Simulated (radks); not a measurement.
The numbers below are computed, except where a source is named.
Dipole-allowed excitations along the series with 3 electrons in [He] 2s1. Level of theory: scalar-relativistic Kohn-Sham, LB94 model potential, spin-polarised, spherical densities, finite nucleus; open shells are filled with parallel spins first; Fermi nuclear charge, rms radius of each element as measured or else 0.836 A^(1/3) + 0.57 fm (a radial shooting solver on a logarithmic mesh with Libxc functionals). Time-dependent linear response with the Hartree and adiabatic LDA kernel, continuum included through the Sternheimer equations, no spin-orbit coupling, so fine structure and intercombination lines are absent. Lines are the poles of the dipole polarisability below minus the highest occupied eigenvalue, found on a grid refined at the orbital gaps; the lowest seven at most are given, and weak or close lines can be missed. The first line takes the name of the lowest orbital gap if no other gap lies below it; otherwise a line is named after a gap within 0.6 % of it, if that gap stands alone.

| species | -e(HOMO) (eV) | lowest orbital gap (eV) | first line (eV) | f | strongest line (eV) | its f | static alpha (bohr^3) |
|---|---|---|---|---|---|---|---|
| V20+ | 1566.3 | 2s-2p 44.255 | 47.354 (2s-2p) | 0.0629 | 889.49 (2s-3p) | 0.383 | 0.02130 |
| Cr21+ | 1717.8 | 2s-2p 47.500 | 50.754 (2s-2p) | 0.0616 | 975.17 (2s-3p) | 0.384 | 0.01814 |
| Mn22+ | 1876.4 | 2s-2p 50.958 | 54.378 (2s-2p) | 0.0605 | 1065.0 (2s-3p) | 0.385 | 0.01552 |
| Fe23+ | 2042.2 | 2s-2p 54.651 | 58.235 (2s-2p) | 0.0596 | 1158.9 (2s-3p) | 0.385 | 0.01333 |
| Co24+ | 2215.3 | 2s-2p 58.599 | 62.350 (2s-2p) | 0.0590 | 1257.0 (2s-3p) | 0.385 | 0.01150 |
| Ni25+ | 2395.6 | 2s-2p 62.824 | 66.743 (2s-2p) | 0.0585 | 1359.2 (2s-3p) | 0.386 | 0.009944 |
